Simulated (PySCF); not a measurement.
Structure from 2D NMR

Compound of formula C₆H₄ClN₃. Correlations simulated from computed shifts and the bond graph:

HSQC (one-bond C–H):
| δH | δC |
| --- | --- |
| 8.35 | 124.9 |
| 8.32 | 126.0 |
| 7.77 | 133.9 |

COSY cross peaks (H two or three bonds apart, from the bond graph; peaks can be absent where the dihedral angle is near 90°):
| δH | δH |
| --- | --- |
| 8.32 | 7.77 |

HMBC (two and three bonds, from the bond graph):
| δH | δC |
| --- | --- |
| 8.35 | 149.0, 146.9, 143.9, 133.9 |
| 8.32 | 149.0, 146.9, 143.9, 133.9 |
| 7.77 | 146.9, 143.9, 126.0, 124.9 |

Carbons without hydrogens: δ 149.0, 146.9, 143.9.

[PySCF 2.14.0 with density-fitted response routines: structure optimised with GFN2-xTB; PBE0/pcSseg-1 with gauge-including orbitals; relativity neglected; gas phase; single conformer]

Shifts are taken against calculated references (same method and geometry level): TMS for 1H (σref 31.72), 13C (σref 186.93).

Exchangeable hydrogens are left out of these lists.

Work out the connectivity.

## Answers

`c1c(Cl)cc2c(c1)n[nH]n2`.

Mapped SMILES: `[Cl:1][c:2]1[cH:3][cH:4][c:5]2[n:6][nH:7][n:8][c:9]2[cH:10]1` (H(Xn): hydrogen on atom n).

- δC 149.0 is C9, a ring-fusion aromatic carbon.
- δC 146.9 is C5, a ring-fusion aromatic carbon.
- δC 143.9 is C2, an aromatic carbon bearing chlorine.
- δC 133.9 is C3, an aromatic CH (δH 7.77).
- δC 126.0 is C4, an aromatic CH (δH 8.32).
- δC 124.9 is C10, an aromatic CH (δH 8.35).
- HMBC from δH 8.35 reaches the proton-free carbons C9, C5, C2.
- HMBC from δH 8.32 reaches the proton-free carbons C9, C5, C2.
- HMBC from δH 7.77 reaches the proton-free carbons C5, C2.
- COSY links 8.32–7.77.

The shifts were computed for this structure.

OH and NH positions are those of a molecule without intermolecular hydrogen bonds; in solution they move with solvent, concentration and temperature, and exchange usually removes their couplings. Carbons that carry Cl, above all several Cl atoms, come out too deshielded, partly because spin–orbit coupling is missing. Shifts are as computed. Against solution values, carbons near 30 ppm lie about +3 ppm off and those near 130 ppm about +5 ppm; carbons on Cl a further +6 ppm. Of 1211 compounds with measured shifts, 218 miss one by over three times the rms of a fit or turn the order of signals round; such compounds aren't used in these exercises.
